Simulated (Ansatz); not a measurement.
Computed with Ansatz on PBE0-D4/def2-TZVP structures; ΔE is electronic, products minus reactants. CCSD(T)/CBS is the MP2 limit (def2-TZVPP, def2-QZVPP) plus CCSD(T) − MP2 in def2-TZVPP, frozen cores. This one scheme is used for every species. Functionals use def2-TZVPP. Each species was taken in one conformer, which may not be the lowest.

Consider the formal exchange of groups at the Al–Cl bond: `[OH][AlH][Cl]` + `NCF` → `N[CH](F)[AlH][OH]` + HCl.

`[OH][AlH][Cl]`:

Z-matrix (Å, degrees):
```
Al
O 1 1.684
Cl 1 2.096 2 119.8
H 1 1.563 2 119.3 3 180.0
H 2 0.956 1 124.3 3 0.0
```

`NCF`:

Cartesian coordinates in Å:
```
N 0.486 0.374 -0.650
C -0.061 -0.349 0.420
F -1.401 -0.026 0.695
H 0.015 0.193 -1.526
H 0.513 1.369 -0.478
H -0.046 -1.418 0.201
H 0.494 -0.143 1.337
```

`N[CH](F)[AlH][OH]`:

```xyz
10

N    -0.298   -0.546   -1.446
C     0.283    0.465   -0.657
F     1.698    0.267   -0.471
Al   -0.550    0.577    1.147
O    -0.120   -0.580    2.309
H    -0.267   -1.465   -1.030
H     0.057   -0.591   -2.393
H     0.216    1.407   -1.210
H    -1.626    1.654    1.558
H     0.608   -1.188    2.193
```

HCl:

```xyz
2

Cl   -0.092    0.516    0.366
H     0.092   -0.516   -0.366
```

```csv
level,ΔE (kJ/mol)
PBE-D4,187.7
HF/def2-QZVPP,226.3
```

(1) What does CCSD(T)/CBS give? (Estimate.)

Largest T1 diagnostic among the species: 0.013.

## Answers

(1) The calculation gave: +201.2 kJ/mol. The listed levels differ from it by -13.5, 25.1 kJ/mol.

In def2-TZVPP, CCSD(T) changes the Hartree–Fock value by −25.8 kJ/mol (the triples alone add −3.1 kJ/mol) and MP2 by −19.8 kJ/mol. The D4 term adds −4.2 kJ/mol with B3LYP and −2.5 kJ/mol with PBE0; it sums over pairs of atoms, weighted by their polarisabilities, and B3LYP, whose exchange is more repulsive, gets the larger term.

B3LYP here is the variant with VWN-RPA as its local correlation; programs differ in this.
